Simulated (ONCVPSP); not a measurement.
# Rb ONCV: all-electron and pseudo phase curves

```json
{
  "Element": "Rb (Z = 37)",
  "Generator": "ONCVPSP 4.0.1",
  "Type": "optimised norm-conserving Vanderbilt (ONCV)",
  "Functional": "BLYP",
  "Relativity": "scalar-relativistic",
  "Frozen core": "[Ar] 3d10",
  "Valence charge": "9",
  "Reference configuration": "4s2 4p6 5s1",
  "Partial waves": "4s+5s: rc 2.40 bohr, ncon 3, nbas 6, qcut 5.2 1/bohr, 2 projectors; 4p: rc 2.45 bohr, ncon 5, nbas 9, qcut 5.3 1/bohr, 1 projector; d scattering state at 0.02 Ha: rc 2.15 bohr, ncon 4, nbas 9, qcut 5 1/bohr, 2 projectors, debl 0.7 Ha",
  "Local potential": "polynomial inside 1.70 bohr (lpopt 5, dvloc0 3 Ha)",
  "Core correction": "Teter function, fcfact 3, rcfact 1.45"
}
```

The phase is arctan(r·R′/R) of the radial function R(r), unwrapped; energies in Ha, scanned from -3 to 5 Ha. A pole is an energy at which the radial function vanishes at the test radius. The pseudo phase is shifted by a multiple of π to meet the all-electron one at the reference energy, and phase errors are pseudo minus all-electron; the curves can meet again beyond the range given. Levels narrower than the energy grid can be missing from the lists of poles.

```
channel  radius (bohr)  reference energy (Ha)  poles, all-electron  poles, pseudo  unbroken range about the reference energy with phases within 0.05 rad  phase error 1 Ha above the reference energy (rad)
      s           2.43                  -0.08          -0.98, 3.01    -0.98, 2.81                                                              below 3.5                                             -0.008
      p           2.49                  -0.58          -0.28, 3.43    -0.28, 3.07                                                              below 0.7                                             -0.018
      d           2.19                   0.02                 1.36           1.36                                                        the whole range                                             +0.000
```

Phases in the d channel:

```json
{"E (Ha)": "-2.98", "all-electron": "1.337", "pseudo": "1.337"}
{"E (Ha)": "-2.54", "all-electron": "1.312", "pseudo": "1.311"}
{"E (Ha)": "-2.10", "all-electron": "1.276", "pseudo": "1.276"}
{"E (Ha)": "-1.66", "all-electron": "1.225", "pseudo": "1.225"}
{"E (Ha)": "-1.22", "all-electron": "1.139", "pseudo": "1.139"}
{"E (Ha)": "-0.78", "all-electron": "0.968", "pseudo": "0.968"}
{"E (Ha)": "-0.34", "all-electron": "0.493", "pseudo": "0.493"}
{"E (Ha)": "0.10", "all-electron": "-0.648", "pseudo": "-0.648"}
{"E (Ha)": "0.54", "all-electron": "-1.249", "pseudo": "-1.249"}
{"E (Ha)": "0.98", "all-electron": "-1.464", "pseudo": "-1.464"}
{"E (Ha)": "1.42", "all-electron": "-1.585", "pseudo": "-1.585"}
{"E (Ha)": "1.86", "all-electron": "-1.685", "pseudo": "-1.685"}
{"E (Ha)": "2.30", "all-electron": "-1.809", "pseudo": "-1.808"}
{"E (Ha)": "2.74", "all-electron": "-2.058", "pseudo": "-2.053"}
{"E (Ha)": "3.18", "all-electron": "-2.950", "pseudo": "-2.909"}
{"E (Ha)": "3.62", "all-electron": "-4.102", "pseudo": "-4.075"}
{"E (Ha)": "4.06", "all-electron": "-4.414", "pseudo": "-4.400"}
{"E (Ha)": "4.50", "all-electron": "-4.534", "pseudo": "-4.524"}
{"E (Ha)": "4.94", "all-electron": "-4.601", "pseudo": "-4.591"}
```
